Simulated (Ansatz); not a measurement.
A structure relaxed at PBE0-D4/def2-TZVP in Ansatz, charge 0, singlet:

Cartesian coordinates in Å:
```
Pb 2.160 -1.340 0.022
Pb -0.274 0.170 -0.003
O -1.886 1.170 -0.019
```

(1) Give its formula and point group.

(2) Summarise the bond lengths by kind (pairs closer than 1.2 times the sum of covalent radii, bridged metal pairs left out).

## Answers

(1) the cluster Pb₂O. Point group C∞v (tolerance 0.1 Å).

(2) 1 × Pb–Pb 2.86 Å; 1 × O–Pb 1.90 Å.

In the def2 sets Pb takes a core potential; there is no spin–orbit coupling. The restricted singlet is unstable towards broken spin symmetry in Hartree–Fock (as tested in another run); at PBE0-D4/def2-TZVP this wasn't settled. Another isomer (singlet) lies 2.19 eV lower at PBE0-D4/def2-TZVP; other spin states weren't run for this one.
